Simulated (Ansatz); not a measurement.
Program: Ansatz. Geometries: PBE0-D4/def2-TZVP. ΔE: electronic, gas phase. CCSD(T)/CBS adds triple-zeta CCSD(T) − MP2 to the extrapolated MP2 energy (def2 sets, frozen cores). This one scheme is used for every species. DFT in def2-TZVPP. B3LYP here is the variant with VWN-RPA as its local correlation; programs differ in this. HSE06 is defined as in plane-wave codes. Each species was taken in one conformer, which may not be the lowest.

`B[SiH2]OC` + H–F → `B[SiH2]F` + CH₃OH  (ligand exchange at the Si–O bond)

| level | ΔE (kJ/mol) | difference from CCSD(T)/CBS |
| --- | --- | --- |
| PBE-D4 | -39.3 | -1.4 |
| r2SCAN-D4 | -42.6 | -4.7 |
| B3LYP-D4 | -40.9 | -3.0 |
| HSE06-D4 | -38.6 | -0.7 |
| ωB97X-V | -42.4 | -4.5 |
| ωB97M-V | -41.5 | -3.6 |
| PBE | -44.0 | -6.1 |
| revPBE | -46.9 | -9.0 |
| r2SCAN | -44.0 | -6.1 |
| r2SCAN0 | -42.6 | -4.7 |
| RPA@PBE/def2-TZVPP | -39.4 | -1.5 |
| HF/def2-SVP | -49.2 | -11.3 |
| MP2/def2-SVP | -38.8 | -0.9 |
| CCSD(T)/def2-TZVPP | -37.7 | 0.2 |
| MP2/def2-QZVPP | -35.6 | 2.3 |
| MP2/CBS(def2) | -35.3 | 2.6 |
| CCSD(T)/CBS | -37.9 | 0 |

Largest T1 diagnostic among the species: 0.012.

The D4 term adds +7.5 kJ/mol with B3LYP and +4.2 kJ/mol with PBE0; it sums over pairs of atoms, weighted by their polarisabilities, and B3LYP, whose exchange is more repulsive, gets the larger term. In def2-TZVPP, CCSD(T) changes the Hartree–Fock value by +13.2 kJ/mol (the triples alone add +2.1 kJ/mol) and MP2 by +15.7 kJ/mol.
